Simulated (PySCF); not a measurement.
Spinor energies of Ne⁺ (neon, charge +1)

Start: [He] 2s2 2p5; 2p1/2 filled at m_j = -1/2, +1/2; 2p3/2 filled at m_j = -1/2, +1/2, +3/2. Calculated with PySCF 2.14 in x2c-SVPall-2c with one added diffuse shell of s type (4s2p1d, 15 functions): generalised Hartree-Fock with the X2C-1e Hamiltonian and a Gaussian nucleus; one run each with spin-orbit coupling (SO) switched off, then screened by Boettger's factors.

| spinor shell | electrons | ε, spin-free (eV) | ε, screened SO (eV) | weight of nominal j (screened SO) | rms radius, screened SO (bohr) |
| --- | --- | --- | --- | --- | --- |
| 1s1/2 | 2 | -915.83 | -915.82 | 1.000 | 0.183 |
| 2s1/2 | 2 | -70.703 | -70.698 | 1.000 | 0.954 |
| 2p1/2 | 2 | -43.988 | -43.991 | 0.659 | 1.00 |
| 2p3/2 | 3 | -43.988 | -43.992 | 0.772 | 1.00 |

```csv
quantity,spin-free,screened SO
E (hartree),-127.78272,-127.78397
M_J,3/2,3/2
⟨J²⟩,3.753,3.753
⟨L²⟩,2.001,2.001
⟨S²⟩,0.751,0.751
```

Each row is a mean over spinors that exchange with the open shell spreads, by up to 6.099 eV (2s1/2).

Rows whose weight is well below 1 are mixtures of j = l ± 1/2: exchange outweighs spin-orbit coupling there, and the label is only the starting occupation.

Without spin-orbit coupling the j labels of p, d and f shells carry no meaning; the spin-free column gives the mean over the occupied spinors of each nl shell.
